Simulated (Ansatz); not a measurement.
A run on CH₆NO₂Ta (`[CH3][Ta](=[NH])([OH])[OH]`) with other settings.

```yaml
crystal:
  periodic: [false, false, false]
  atoms:
    - {symbol: C, position_ang: [-1.562419, 0.443565, -0.367194]}
    - {symbol: Ta, position_ang: [0.508963, -0.112941, -0.058600]}
    - {symbol: N, position_ang: [0.601147, -0.483651, 1.667337]}
    - {symbol: O, position_ang: [1.580413, 1.395958, -0.527556]}
    - {symbol: O, position_ang: [0.854533, -1.646320, -1.142111]}
    - {symbol: H, position_ang: [-1.735450, 0.698209, -1.419489]}
    - {symbol: H, position_ang: [-1.833503, 1.308255, 0.245325]}
    - {symbol: H, position_ang: [-2.234801, -0.375457, -0.096143]}
    - {symbol: H, position_ang: [0.699362, -0.704178, 2.643063]}
    - {symbol: H, position_ang: [2.133955, 1.974456, -0.004651]}
    - {symbol: H, position_ang: [1.053200, -2.554896, -0.919581]}
basis:
  gaussian: {orbitals: def2-TZVPD}
hamiltonian: {xc: {name: revPBE0}, dispersion: d3bj}
scf: {lower_state_search: off}
output: {forces: true}
```

```sh
$ ansatz run in.yaml --threads 4 --pin off --events-out ev --progress --plain --max-ram 10444MiB
```

It prints (some lines left out):

```
Functional definition: revPBE0
1462 factors; their error is unknown
mean field evaluation 1: about -8252.1705 eV, gradient 1.1e2 eV
mean field evaluation 2: about -8163.3244 eV, gradient 2.3e2 eV
mean field evaluation 4: about -8273.7381 eV, gradient 2.2e1 eV
mean field evaluation 8: about -8274.6936 eV, gradient 1.7e-1 eV
mean field evaluation 16: about -8274.7124 eV, gradient 4.4e-3 eV
mean field -8274.71235005 eV, -304.0900700629 hartree, gradient 6.7e-6 eV, S^2 0.000000; 0 other end points of the search recorded, 0 dependent functions left out
reference -8274.71241824 eV, -304.0900725689 hartree; 24, 24 occupied and 227, 227 virtual orbitals, 1462 factors
Total energy: -8275.15338827 eV, -304.1062779184 hartree
Atom 0 at    -1.562419     0.443565    -0.367194 Å, force    -0.039677     0.009835    -0.000949 eV/Å
Atom 1 at     0.508963    -0.112941    -0.058600 Å, force    -0.052403    -0.004586     0.084604 eV/Å
Atom 2 at     0.601147    -0.483651     1.667337 Å, force    -0.007380    -0.009380     0.055659 eV/Å
Atom 3 at     1.580413     1.395958    -0.527556 Å, force     0.079741     0.120739    -0.077455 eV/Å
Atom 4 at     0.854533    -1.646320    -1.142111 Å, force     0.025812    -0.105454    -0.123390 eV/Å
Atom 5 at    -1.735450     0.698209    -1.419489 Å, force    -0.006072     0.005594    -0.020956 eV/Å
Atom 6 at    -1.833503     1.308255     0.245325 Å, force    -0.004984     0.017844     0.008875 eV/Å
Atom 7 at    -2.234801    -0.375457    -0.096143 Å, force    -0.013156    -0.015829     0.002126 eV/Å
Atom 8 at     0.699362    -0.704178     2.643063 Å, force     0.006478    -0.007267     0.028206 eV/Å
Atom 9 at     2.133955     1.974456    -0.004651 Å, force     0.007363     0.000749     0.022942 eV/Å
Atom 10 at     1.053200    -2.554896    -0.919581 Å, force     0.004279    -0.012246     0.020339 eV/Å
Dipole moment:     0.186007    -0.075369     0.153426 e Å
Checks for a lower state left out: stability, starts, cluster_reference, orbital_swaps, neighbouring_geometries, increment
```

It took 1.4 s on 4 threads of an AMD EPYC 9R45 on a shared host, with 0.76 GiB of host memory at the peak.
